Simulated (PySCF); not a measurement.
# Tb(38+): ionisation energy

Tb(38+) [Ar] 3d9 (2D) → Tb(39+) [Ar] 3d8 (3F), as a difference of total energies. All numbers are calculated (PySCF 2.14, the spin-free X2C one-electron Hamiltonian (Gaussian nucleus), in an even-tempered Gaussian basis (18 s from 6.6 bohr⁻², ratio 2.5; 13 p from 8.6 bohr⁻², ratio 2.5; 8 d from 8.6 bohr⁻², ratio 2.5; 4 f from 38 bohr⁻², ratio 2.7; 3 g from 58 bohr⁻², ratio 2.7)). Correlated levels: outer shells: [Ne] frozen; virtual orbitals above 40 to 60 times the deepest correlated orbital energy dropped. The calculations carry no spin-orbit coupling.

```csv
method,ionisation energy (eV)
UHF,2866.1
LDA,2866.8
PBE,2865.6
PBE0,2866.3
r2SCAN,2865.2
MN15,2869.9
TPSSh,2864.8
MP2 (outer shells),2867.9
SCS-MP2 (outer shells),2867.6
```

Spin-orbit coupling is strong in these open shells (close to jj coupling). The scalar numbers leave it out and a first-order estimate fails, so it can dominate the gap to the real levels.

Breit and QED terms and the two-electron picture change are absent.

For comparison: 2852 ± 4 eV (theoretical estimate listed by NIST; NIST Atomic Spectra Database, ionization energies).
